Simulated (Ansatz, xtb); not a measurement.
## Ranking isomers of C2H5BrGe

3 gas-phase structures of C2H5BrGe, from a drawn sample of its isomers (lower ones may exist). Each was relaxed with GFN2-xTB:

A. `[GeH3]/[CH]=C/Br`, a singlet
B. `[GeH3]/[CH]=C\Br`, a singlet
C. `C=[C]([GeH3])Br`, a singlet

Q: Which do you expect lowest at r2SCAN-D4/def2-SVP, and how would the others follow?

A: Calculated order at r2SCAN-D4/def2-SVP: A (0.000), B (0.039), C (0.087) eV. Less than 1 kcal/mol parts A and B, so the order within that pair means little.

Energies above the lowest of each column, in eV; the last columns are at B3LYP/def2-SVP geometries:

```tsv
structure	GFN2-xTB	HF/STO-3G	r2SCAN-D4/def2-SVP	B3LYP/def2-SVP	CCSD(T)/def2-SVP + ΔMP2/def2-TZVPP
A	0.033	0.000	0.000	0.000	0.005
B	0.000	0.084	0.039	0.040	0.025
C	0.107	0.144	0.087	0.040	0.000
```

CCSD(T)/def2-SVP + ΔMP2/def2-TZVPP has A and B and C within 1 kcal/mol of each other at the bottom, and every level picks one of them. CCSD(T)/def2-SVP + ΔMP2/def2-TZVPP orders those it was run on as C (0.000), A (0.005), B (0.025) eV. Less than 1 kcal/mol parts C and A; A and B, so the order within those pairs means little. ΔMP2 is the change of the MP2 energy from the smaller to the larger basis.

Programs: Ansatz 0.2.0, xtb 6.7.1.
